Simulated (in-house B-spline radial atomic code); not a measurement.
Ag⁺. Computed with a B-spline radial atomic code. Model: non-relativistic spherical atom: semilocal Troullier-Martins pseudo-atom, one channel per l, against all electrons, high spin, G0W0 and RPA with empty states to l = 8, local potential for every l without a channel, a model core (radius 0 = none) keeps its share of the functional.

Without relativity these are model numbers for so heavy an element.

What the tables leave out is listed at the end.

The pseudopotential gives back the lowest level of each angular momentum of its own functional in the configuration it was made in; a second state of the same l is only approximately right. Exact exchange, RPA and GW see the smooth pseudo-orbitals and miss the exchange with the core, for which the functional's share stands in. The column with an uncorrelated core keeps all orbitals and exact exchange, and so separates missing core correlation from pseudisation. Only the three outermost levels and the lowest empty one were computed. RPA here is direct RPA, with no exchange kernel, and its energies carry an (l + 1/2)⁻⁴ tail. A hybrid on a potential with a model core restores only its own semilocal share of the core's exchange.

Command:
```bash
python run_psgw.py task.json out
```
Settings (lengths in bohr, energies in hartree):
```
Z                      47
electrons              46
configuration          [Kr] 4d10
generated_in           [Kr] 4d10 5s1
functional             pbe,pbe
core_shells            7
radius_factor          0.9
core_correction        False
```

Time taken, with all properties: 34 s on 1 thread of Arm Neoverse N1, on a shared host.

Given: made with PBE; model core radius 0 bohr; local radius 1.031 bohr; mean-field start PBE0.

Valence shells of the generating configuration: 4p, 4d, 5s.

Channel: s 2.381, p 0.793, d 0.93 (radii in bohr).

Computed: largest level miss in the spin-unpolarised generating configuration 0.002 eV; valence RPA correlation energy pseudo -1.1837 hartree; all-electron RPA polarisability, core included 7.6285 bohr³; pseudo-atom RPA polarisability 7.767 bohr³.

```json
{"level": "4d", "occupied": "1", "mean-field all-electron (eV)": "-17.742", "mean-field pseudo minus all (eV)": "0.112", "G0W0 all-electron (eV)": "-22.135", "G0W0 uncorrelated core minus all (eV)": "0.104", "G0W0 pseudo minus all (eV)": "0.72", "exchange self-energy all-electron (eV)": "-35.74", "exchange self-energy pseudo (eV)": "-29.755"}
{"level": "5s (empty)", "occupied": "0", "mean-field all-electron (eV)": "-9.322", "mean-field pseudo minus all (eV)": "-0.373", "G0W0 all-electron (eV)": "-7.1523", "G0W0 uncorrelated core minus all (eV)": "-0.008", "G0W0 pseudo minus all (eV)": "-0.803", "exchange self-energy all-electron (eV)": "-2.9531", "exchange self-energy pseudo (eV)": "-3.5489"}
```

Task: What is the valence RPA correlation energy all-electron orbitals?

Result: -0.96354 hartree.

Given: mean-field start Hartree-Fock.

Computed: valence RPA correlation energy pseudo -1.0566 hartree; all-electron RPA polarisability, core included 5.5807 bohr³; pseudo-atom RPA polarisability 5.838 bohr³.

| level | occupied | mean-field all-electron (eV) | mean-field pseudo minus all (eV) | G0W0 all-electron (eV) | G0W0 uncorrelated core minus all (eV) | G0W0 pseudo minus all (eV) | exchange self-energy all-electron (eV) | exchange self-energy pseudo (eV) |
| --- | --- | --- | --- | --- | --- | --- | --- | --- |
| 4d | 1 | -22.458 | 0.41 | -22.407 | 0.112 | 0.403 | -35.909 | -29.906 |
| 5s (empty) | 0 | -5.839 | -1.047 | -6.7461 | -0.003 | -0.925 | -1.7833 | -3.2878 |

Task: What is the valence RPA correlation energy all-electron orbitals?

Result: -0.8437 hartree.

Among the listed levels the largest G0W0 shift of the pseudo-atom is -0.93 eV, for 5s (empty) on the Hartree-Fock start, while leaving the core uncorrelated moves that level by 0.00 eV. So pseudisation and the lost core exchange, not the missing core correlation, make the error. Not in the tables (levels of low weight, unsolved or above zero; the highest and the empty levels are kept at any weight): on PBE, a start not tabulated, the G0W0 levels 4d (pseudo minus all +0.73 eV, weights 0.58 and 0.35), 4p (pseudo minus all +2.54 eV, weights 0.11 and 0.01), 5s (pseudo minus all -0.78 eV, weights 0.94 and 0.94); on PBE0 the G0W0 levels 4p (pseudo minus all +1.32 eV, weights 0.09 and 0.22); on Hartree-Fock the G0W0 levels 4p (pseudo minus all +3.95 eV, weights 0.32 and 0.52).
